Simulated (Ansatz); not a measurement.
CH6BNSi. Charge 0, multiplicity 1. The bonds changed during the relaxation, so this is another structure than the one it started from.

```xyz
10

B    -1.1775   -0.7456    0.1541
Si   -0.1116    1.0484    0.9846
C     1.2293   -0.0018    0.0944
N    -0.0266   -0.2314   -0.5811
H    -2.2506   -0.6215   -0.3512
H    -0.9405   -1.5279    1.0266
H    -0.1198    2.2134    0.0121
H     1.9855    0.4560   -0.5330
H     1.5748   -0.8832    0.6270
H    -0.1629    0.2935   -1.4333
```

(1) List the harmonic frequencies (cm⁻¹, unscaled) at PBE0-D4/def2-TZVP in Ansatz. (An estimate is asked.)

(2) Is this a minimum?

(3) Give the ideal-gas thermochemistry at 298.15 K and 1 bar (rigid rotor, harmonic oscillator; point group C1, symmetry number 1).

## Answers

(1) Computed: 240, 366, 501, 534, 607, 679, 702, 813, 846, 875, 922, 977, 1051, 1149, 1192, 1228, 1412, 1464, 2059, 2584, 2688, 3134, 3226, 3610.

(2) Yes, all 24 modes are real.

(3) Zero-point energy 196.5 kJ/mol; H(298) − E = 211.8 kJ/mol; entropy 290.4 J/(mol·K), of which translation 162.0, rotation 102.5, vibration 25.9; G(298) − E = 125.2 kJ/mol.
